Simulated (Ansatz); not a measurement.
C3H4Br2 (SMILES C/C(Br)=C\Br) moved off its minimum; all values from Ansatz (an electronic-structure program), cores frozen in correlated methods.
(charge 0, multiplicity 1)
```xyz
9

C     -1.7167    -0.6196     0.5174
C     -0.5884     0.2796     0.0263
Br    -0.8196     2.0241     0.0584
C      0.6875    -0.1466    -0.2611
Br     1.1643    -2.0688    -0.1337
H     -1.9638    -0.2212     1.5915
H     -1.4450    -1.5575     0.5735
H     -2.5058    -0.4834    -0.0596
H      1.5010     0.3790    -0.5513
```

Question: Give the forces (eV/Å), the total energy and the dipole at CCSD(T)/aug-cc-pVTZ.

Answer: 
```tsv
atom	Fx	Fy	Fz
C1	2.335	5.662	3.978
C2	2.532	-4.425	0.017
Br3	-0.843	3.805	-0.085
C4	-3.727	-2.918	1.218
Br5	-0.301	1.122	-0.143
H6	0.221	-0.814	-1.799
H7	1.480	-4.871	0.225
H8	-3.878	0.573	-2.615
H9	2.180	1.867	-0.796
```
Energy -5261.7578 hartree, dipole 0.94 D.

Doubts at one or more of the structures used: a restricted determinant that unrestricted orbitals would lower (CCSD(T)/aug-cc-pVTZ).
